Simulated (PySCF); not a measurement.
C3H6BFTe.
Structure used (PBE0-D3(BJ)/def2-SVP), in Å, numbered top down from 1:
```xyz
12
C3H6BFTe angstrom
B      1.6531    0.3663    0.2518
C      0.5474    0.0862   -0.7898
C     -0.8845    0.5436   -0.5308
C     -1.3060   -0.1826    0.7432
F     -1.2713    0.5900    1.8499
Te     0.3578   -1.6490    0.6402
H      1.4497    1.1032    1.1878
H      2.7733   -0.0262    0.0033
H      0.7944   -0.2428   -1.8056
H     -1.5599    0.2481   -1.3479
H     -0.9662    1.6364   -0.4022
H     -2.2788   -0.6935    0.6932
```

The calculation used PySCF 2.14.0, PBE0-D3(BJ)/def2-SVP geometry optimisation, gas phase, def2 core potentials past Kr.

(1) Which atoms are bound to Te6, and at what distances?

(2) What is the shape at Te6?

(3) What are the other bond lengths?

(4) Give some angles away from the centre.

(5) What are the rotational constants (commonest isotopes, rigid rotor)?

## Answers

(1) 2 atoms: C4 2.220 Å, C2 2.256 Å. The nearest atom not counted as bound is B1, at 2.43 Å.

(2) Bent: angle 65.4°. The Te–C distances aren't all alike: 2.220 to 2.256 Å.

(3) B1–C2 1.545 Å; C2–C3 1.525 Å; C3–C4 1.526 Å; C4–F5 1.350 Å; B1–H7, B1–H8 1.211 Å; C2–H9 1.096 Å; C3–H10 1.101 Å; C3–H11 1.103 Å; C4–H12 1.100 Å.

(4) B1–C2–C3 120.2°, B1–C2–Te6 76.8°, C3–C2–Te6 92.5°, C2–C3–C4 105.0°, C3–C4–F5 113.9°, C3–C4–Te6 93.9°, F5–C4–Te6 113.4°.

(5) A = 3035, B = 1812, C = 1450 MHz: an asymmetric top.

Point group: C1 (no symmetry element, even within 0.4 Å). Charge 0, singlet. No PBE0-D3(BJ)/def2-SVP frequencies stand behind this structure, so it isn't proved a minimum.

One conformer stands for the species.
